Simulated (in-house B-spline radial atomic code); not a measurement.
**Binding energies in Pd²⁺**

NIST's tabulated ground configuration is [Kr] 4d8; each binding energy is the energy of the ion with one electron taken from that subshell, relaxed, less that of the parent. Computed with a radial B-spline atomic code at the basis-set limit: Dirac-Kohn-Sham PBE, spherical fractional occupations, Fermi nucleus of rms radius 4.5318 fm. Energies include first-order Breit, QED and recoil terms.

```
subshell  X-ray name  binding energy (eV)  -ε (eV)  relaxation (eV)
      1s           K              24417.1  24177.0           -304.6
      2s          L1               3596.3   3550.8            -52.5
   2p1/2          L2               3354.1   3295.5            -65.5
   2p3/2          L3               3193.5   3136.1            -62.1
      3s          M1                678.2    661.1            -18.2
   3p1/2          M2                577.9    560.3            -18.6
   3p3/2          M3                  550    532.5            -18.1
   3d3/2          M4                373.5    354.1            -19.6
   3d5/2          M5                367.9    348.5            -19.4
      4s          N1                118.9    110.4             -8.7
   4p1/2          N2                87.38    79.16            -8.35
   4p3/2          N3                 82.8    74.66            -8.21
      4d        N4,5                34.37    27.32            -7.03
```

Relaxation = -ε minus the binding energy without Breit, QED and recoil terms. With a density functional, K lines can miss by some tenths of a per cent, more in light atoms. For a density functional the relaxation so defined is negative, because -ε of a Kohn-Sham level is smaller than the binding energy.

Emission lines follow as differences of binding energies, with λ = 12398.42 eV·Å / E:

```json
{"line": "K-L3", "holes": "1s → 2p3/2", "energy (eV)": "21223.6", "wavelength (Å)": "0.58418"}
{"line": "K-L2", "holes": "1s → 2p1/2", "energy (eV)": "21063.0", "wavelength (Å)": "0.58864"}
{"line": "K-M3", "holes": "1s → 3p3/2", "energy (eV)": "23867.1", "wavelength (Å)": "0.51948"}
{"line": "L3-M5", "holes": "2p3/2 → 3d5/2", "energy (eV)": "2825.6", "wavelength (Å)": "4.3879"}
{"line": "L2-M4", "holes": "2p1/2 → 3d3/2", "energy (eV)": "2980.6", "wavelength (Å)": "4.1597"}
{"line": "L1-M3", "holes": "2s → 3p3/2", "energy (eV)": "3046.3", "wavelength (Å)": "4.07"}
{"line": "L3-M1", "holes": "2p3/2 → 3s", "energy (eV)": "2515.3", "wavelength (Å)": "4.9292"}
```

**Question.** What screening constant σ does Moseley's law, E = (3/4)·13.6057 eV·(Z - σ)², need for K-L3?

**Answer.** σ = 0.39.

Moseley's non-relativistic formula needs a falling, then negative, screening constant for heavy elements, because relativity binds the 1s electron more strongly than the formula allows.

**Question.** What does it cost to remove both a 3p1/2 and a 4d electron?

**Answer.** 629.68 eV, which is 17.38 eV more than the two single binding energies together.

**Question.** What does it cost to remove both a 1s and a 4p1/2 electron?

**Answer.** 24526 eV, which is 21.95 eV more than the two single binding energies together.

**Question.** What does it cost to remove both a 3d5/2 and a 4s electron?

**Answer.** 507.74 eV, which is 20.9 eV more than the two single binding energies together.
